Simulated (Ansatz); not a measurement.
Reaction (formal exchange of groups at the Al–O bond): `C[O][AlH][CH2]F` + CH₄ → `[CH3][AlH][CH2]F` + CH₃OH

Program: Ansatz. Geometries: PBE0-D4/def2-TZVP. ΔE: electronic, gas phase. CBS: MP2 limit from def2 TZ/QZ plus the TZ coupled-cluster correction, frozen cores. This one scheme is used for every species. DFT in def2-TZVPP. One conformer a species, not always the lowest.

```json
{"level": "r2SCAN", "ΔE (kcal/mol)": "35.7"}
{"level": "MP2/def2-TZVPP", "ΔE (kcal/mol)": "36.4"}
{"level": "HF/def2-QZVPP", "ΔE (kcal/mol)": "37.3"}
{"level": "SCS-MP2/def2-QZVPP", "ΔE (kcal/mol)": "36.5"}
```

Task: What does CCSD(T)/CBS give? (Best estimate.)

Result: Computed: +35.1 kcal/mol. The listed levels differ from it by 0.6, 1.3, 2.2, 1.4 kcal/mol.

Largest T1 diagnostic among the species: 0.012.

In def2-TZVPP, CCSD(T) changes the Hartree–Fock value by −1.6 kcal/mol (the triples alone add −0.1 kcal/mol) and MP2 by −0.8 kcal/mol.
